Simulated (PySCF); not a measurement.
## Spectroscopy problems

[PySCF 2.14: shielding tensors at PBE0/pcSseg-1 (GIAO); structure optimised with GFN2-xTB; one averaged value for each set of equivalent atoms; one conformer; non-relativistic; no solvent]

Chemical shifts δ = σref − σ; TMS for ¹H, ¹³C, all at this level. Splittings of carbon signals by F and P are missing where no couplings were computed. Where no couplings were computed, multiplicities follow the n + 1 count of equivalent neighbours, and m marks all less simple cases (inequivalent or close neighbours, rings, F or P nearby). Shifts are as computed. Against solution values, carbons near 30 ppm lie about +3 ppm off and those near 130 ppm about +5 ppm; carbons on Cl a further +6 ppm. Of 1211 compounds with measured shifts, 218 miss one by over three times the rms of a fit or turn the order of signals round; such compounds aren't used in these exercises. Carbons bonded to Cl come out too deshielded.

Question: C$_{7}$H$_{6}$F$_{3}$N. ¹H NMR (600 MHz, computed): δ 7.18 (m, 1H), 6.95 (m, 1H), 6.05 (m, 1H), 6.05 (m, 1H), 3.21 (d, 2H). ¹³C{¹H} NMR (computed): δ 139.7 (CH), 135.8 (CH), 135.5 (CH), 132.3 (C), 131.1 (CH), 119.6 (C), 17.0 (CH2). What is it?

Answer: `InChI=1S/C7H6F3N/c8-7(9,10)5-3-1-2-4-6-11/h1-3,5H,4H2/b2-1-,5-3-`. Rings plus π bonds: 4 (no ring in the answer). 7 carbon signals for 7 carbons: no two carbons are equivalent. Carbon types of the structure: 2 × C, 4 × CH, 1 × CH2, which accounts for all hydrogens. δC 139.7, 135.8, 135.5, 131.1: alkene CH; an sp2 carbon of a C=C bond. δC 132.3: CF3 carbon; 3 electronegative neighbours deshield it. δC 119.6: nitrile carbon; this is the usual window of a C≡N carbon, which has no attached hydrogen. δC 17.0: allylic sp3 CH2; aliphatic region, no heteroatom directly attached.

The shifts were computed for this structure.

Question: C$_{2}$H$_{9}$FO$_{2}$Si$_{4}$. ¹H NMR (400 MHz, computed): δ 5.98 (m, 2H), 5.87 (m, 2H), 5.84 (m, 1H), 5.38 (m, 1H), 5.23 (s, 3H). ¹³C{¹H} NMR (computed): δ 180.4 (C), 113.2 (CH2). Give a structure.

Answer: `C=C(F)[Si]1(O[SiH3])[SiH2]O[SiH2]1`. Rings plus π bonds: 2 (1 ring in the answer). 2 carbon signals for 2 carbons: no two carbons are equivalent. Carbon types of the structure: 1 × C, 1 × CH2, leaving 7 H on heteroatoms. δC 180.4: fully substituted alkene carbon. δC 113.2: terminal =CH2 carbon; an sp2 carbon of a C=C bond. δH 5.98, 5.87: hydrogen on a silicon bonded to O, Si, in a 4-membered ring. δH 5.84, 5.38: hydrogen on a terminal =CH2 carbon; a vinylic proton, deshielded by the sp2 carbon and the C=C anisotropy.

The shifts were computed for this structure.

Question: C$_{6}$H$_{9}$N. ¹H NMR (600 MHz, computed): δ 8.36 (s, 1H), 6.66 (m, 1H), 5.61 (m, 1H), 5.59 (m, 1H), 5.57 (br s, 1H), 5.14 (br s, 1H), 3.70 (s, 3H). ¹³C{¹H} NMR (computed): δ 166.0 (CH), 148.0 (C), 144.6 (CH), 125.7 (CH2), 125.3 (CH2), 43.7 (CH3). Give a structure.

Answer: `C=CC(=C)/C=N\C`. Rings plus π bonds: 3 (no ring in the answer). 6 carbon signals for 6 carbons: no two carbons are equivalent. Carbon types of the structure: 1 × C, 2 × CH, 2 × CH2, 1 × CH3, which accounts for all hydrogens. δC 166.0: C=N carbon. δC 148.0: fully substituted alkene carbon; an sp2 carbon of a C=C bond. δC 144.6: alkene CH; as expected for a trigonal carbon in a double bond. δC 125.7, 125.3: terminal =CH2 carbon; as expected for a trigonal carbon in a double bond.

The data come from this structure; uniqueness wasn't tested.

Question: C$_{8}$H$_{12}$ClN. ¹H NMR (500 MHz, computed): δ 6.29 (t, 1H), 4.92 (t, 1H), 2.56 (s, 6H), 2.17 (m, 2H), 2.15 (m, 2H). ¹³C{¹H} NMR (computed): δ 152.6 (C), 141.4 (C), 133.8 (CH), 109.9 (CH), 43.3 (CH3), 28.0 (CH2), 25.8 (CH2). What is it?

Answer: SMILES CN(C)C1=CCCC=C1Cl. The formula gives 3 degrees of unsaturation (1 ring in the answer). 7 carbon signals for 8 carbons: some carbons are equivalent by symmetry or fast rotation. Carbon types of the structure: 2 × C, 2 × CH, 2 × CH2, 2 × CH3, which accounts for all hydrogens. δC 152.6: alkene carbon bearing nitrogen; an sp2 carbon further deshielded by the attached heteroatom. δC 141.4: fully substituted alkene carbon; the olefinic region. δC 133.8: alkene CH; as expected for a trigonal carbon in a double bond. δC 109.9: β carbon of an enol-ether or enamine type C=C; the O or N lone pair pushes π density onto this β carbon and shields it.

This is the structure that produced the data.
